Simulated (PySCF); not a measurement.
Ta(S)(Cl)(NH2)2 (ClH₄N₂STa), SMILES [S]=[Ta]([Cl])([NH2])[NH2], multiplicity 1. Atoms are numbered in the order given.

```xyz
9

Ta    -0.1509     0.0543     0.0000
S      1.3168     1.6560     0.0000
Cl     0.8172    -2.0803     0.0000
N     -1.2525     0.2573    -1.6256
H     -1.1156     0.9448    -2.3642
H     -2.0899    -0.2934    -1.8177
N     -1.2525     0.2573     1.6256
H     -1.1156     0.9448     2.3642
H     -2.0899    -0.2934     1.8177
```

The structure is a stationary point at B3LYP-D3(BJ)/def2-SVP. The multiplicity is an assumed one; no other spin state was optimised. The structure was generated by enumeration; whether it is a known compound was not checked. The def2 effective core potentials stand for the cores of Ta; spin–orbit coupling is left out. The values are those of a single conformer.

Calculation: PBE/def2-TZVP (PySCF).

ESP charges are fitted to the potential on shells at 1.4 to 2.0 van der Waals radii. Atomic charges (e):

```json
[
 {"atom": "Ta1", "ESP fit": "0.88", "Löwdin": "-0.01", "Mulliken": "0.97"},
 {"atom": "S2", "ESP fit": "-0.32", "Löwdin": "0.05", "Mulliken": "-0.35"},
 {"atom": "Cl3", "ESP fit": "-0.24", "Löwdin": "0.02", "Mulliken": "-0.33"},
 {"atom": "N4", "ESP fit": "-0.94", "Löwdin": "-0.35", "Mulliken": "-0.65"},
 {"atom": "H5", "ESP fit": "0.37", "Löwdin": "0.16", "Mulliken": "0.26"},
 {"atom": "H6", "ESP fit": "0.41", "Löwdin": "0.15", "Mulliken": "0.24"},
 {"atom": "N7", "ESP fit": "-0.94", "Löwdin": "-0.35", "Mulliken": "-0.65"},
 {"atom": "H8", "ESP fit": "0.37", "Löwdin": "0.16", "Mulliken": "0.26"},
 {"atom": "H9", "ESP fit": "0.41", "Löwdin": "0.15", "Mulliken": "0.24"}
]
```
